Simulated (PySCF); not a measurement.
```xyz
3
charge 0 multiplicity 2, angstrom
Br    0.5739    0.0000    0.0000
I    -0.1792   -2.6144    0.0000
I    -0.1792    2.6144    0.0000
```

Method: PySCF, UB3LYP, basis Br def2-SVP, I def2-SVP with ECP28 (scalar-relativistic core potentials, no spin–orbit coupling, density fitting).

This geometry of BrI₂ is a stationary point at this level.

What is the point group?

C2v.

Is it a minimum?

Yes: all harmonic wavenumbers are real, though the softest, 50 cm⁻¹, leaves little margin.

Give the ideal-gas entropy at 298.15 K and 1 bar by parts.

translation 181.3, rotation 119.5, vibration 45.6, spin 5.8; total 352.1 J/(mol K).

What is the atomisation energy, with and without zero-point energy?

217 kJ/mol without, 215 kJ/mol with.

This need not be the most stable arrangement of these atoms. With an element this heavy the missing spin–orbit coupling can shift these numbers.
